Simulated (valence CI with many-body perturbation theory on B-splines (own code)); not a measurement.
Hg⁴⁸⁺ in brief

Calculated by configuration interaction combined with many-body perturbation theory (CI+MBPT): four valence electrons over a frozen Dirac-Fock core [Ar] 3d10, radial functions for each j: 11 s, 11 p, 10 d, 8 f, 5 g, 2 h, with the one-electron correlation potential Σ1 (screened to all orders), the two-electron term Σ2, the three-electron term Σ3, Breit, model QED; selected single and double excitations, second order for the rest, scaled by the run's own slope (own B-spline code, finite nucleus).

The last digits are not significant, and no measured levels were compared; by estimate large intervals hold to a few tenths of a per cent, small ones and those within an open d or f shell to about a per cent. Among the levels kept, up to 390 cm⁻¹ of a level comes from second order outside the variational space, and about a tenth of that is noise between levels of different J, which matters for small intervals.

Levels are named by their leading jj configuration (3d3/2^4 stands for four electrons in 3d with j = 3/2), which in mixed levels can hold well under half, so a name can repeat and another be missing.

Rates and lifetimes use the calculated energies. Strong lines usually hold to 10 to 20 %, long lifetimes can be off by a factor of two.

Question: What is the ground level?

Answer: (4s^2 4p1/2^2) J=0, composition 69 % 4s2 4p2 3P + 30 % 4s2 4p2 1S.

Question: Among levels below 61.757 Ry, which E1 lines absorb most strongly from the ground level?

Answer: to (4s^2 4p1/2 4d3/2) J=1 at 3.686 nm, f = 1.70; to (4s 4p1/2^2 4p3/2) J=1 at 4.601 nm, f = 0.585; to (4s 4p1/2 4p3/2^2) J=1 at 2.988 nm, f = 0.00307.

Question: Where does the other parity begin?

Answer: At (4s 4p1/2^2 4p3/2) J=2, 18.600 Ry.

Question: What is the ionisation energy?

Answer: 2747.9 eV; NIST lists 2745 ± 4 eV (theoretical).

Question: How well does LS coupling describe the low levels?

Answer: Among the lowest 20 levels the leading LS term, summed over configurations, holds 59 % on average. For single configurations the figures are 58 % in LS and 96 % in jj coupling. Terms mix most in the J = 2 level at 31.814 Ry, where the leading one holds 30 %.
